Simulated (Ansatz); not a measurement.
Frontier orbitals of ClFH₃InOSi, SMILES `[F][In]([Cl])[O][SiH3]`.

Z-matrix (Å, degrees):
```
Si
O 1 1.641
H 1 1.485 2 107.8
H 1 1.489 2 111.0 3 -119.7
H 1 1.488 2 111.0 3 119.7
In 2 1.947 1 136.1 3 177.5
Cl 6 2.279 2 124.0 1 -179.0
F 6 1.932 2 116.1 1 1.1
```

Charge 0, multiplicity 1. Correlated methods include outer-core shells of In, which these sets cover unevenly. In takes the def2 core potential. The structure was optimised at the PBE0-D4/def2-TZVP level. It is one conformer, not always the lowest. Basis def2-TZVPP, Ansatz 0.2.0.

```
functional  HOMO (eV)  LUMO (eV)  gap (eV)
       PBE      -7.46      -3.78      3.68
    revPBE      -7.41      -3.64      3.77
    B97M-V      -7.90      -3.69      4.21
      PBE0      -8.89      -2.86      6.03
     B3LYP      -8.69      -3.20      5.49
   r2SCAN0      -9.14      -2.74      6.40
   LC-ωPBE     -11.69      -0.53     11.16
   ωB97M-V     -11.19      -0.90     10.29
```

Against PBE, PBE0 changes HOMO and LUMO by −1.43 and +0.92 eV, ωB97M-V by −3.73 and +2.88 eV. A gap of 3.68 eV thus becomes 10.30 eV for the same molecule, so an orbital gap means little without its functional.

B3LYP here is the variant with VWN-RPA as its local correlation; programs differ in this. LC-ωPBE has ω = 0.4 bohr⁻¹.
